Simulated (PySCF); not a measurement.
# YOF at several levels of theory

Computed with PySCF 2.14.0 (density fitting, no spin-orbit coupling) at the geometry relaxed with PBE0:

```xyz
3
YOF (singlet)
Y     0.0570    0.0000   -0.3832
O     1.5851    0.0000    0.5974
F    -1.6577    0.0000    0.6818
```

```json
{"level": "PBE0", "basis": "Y def2-SVP with ECP28, O def2-SVP, F def2-SVP", "state": "singlet", "HOMO (eV)": "-6.60", "gap (eV)": "4.26", "charge on Y1 (e)": "0.84", "dipole about the centre of mass (D)": "7.48", "largest force component (eV/Å)": "0.04"}
{"level": "wB97X", "basis": "the same", "state": "singlet", "HOMO (eV)": "-8.85", "gap (eV)": "8.26", "charge on Y1 (e)": "0.85", "dipole about the centre of mass (D)": "7.82", "largest force component (eV/Å)": "0.27"}
{"level": "PBE0", "basis": "Y def2-TZVP with ECP28, O def2-TZVP, F def2-TZVP", "state": "singlet", "HOMO (eV)": "-6.67", "gap (eV)": "4.29", "charge on Y1 (e)": "1.22", "dipole about the centre of mass (D)": "7.66", "largest force component (eV/Å)": "0.32"}
```

Charges are Mulliken's, which hang on the basis. The relaxation used the grid (50, 194), these runs (75, 302) or, all-electron (x2c bases, spin-free X2C Hamiltonian), (99, 590).

Q: What does HF with Y def2-SVP with ECP28, O def2-SVP, F def2-SVP give here?

A: state singlet, HOMO (eV) -10.14, gap (eV) 9.37, charge on Y1 (e) 1.21, dipole about the centre of mass (D) 8.83, largest force component (eV/Å) 0.51. Time: 0.6 s on 2 threads of Arm Neoverse V1 (shared host), from an already converged density.

In the first row's basis the gap widens with exact exchange: 4.3 eV for PBE0 (a fixed share); 8.3 to 9.4 eV for wB97X, Hartree–Fock (rising or full at long range).
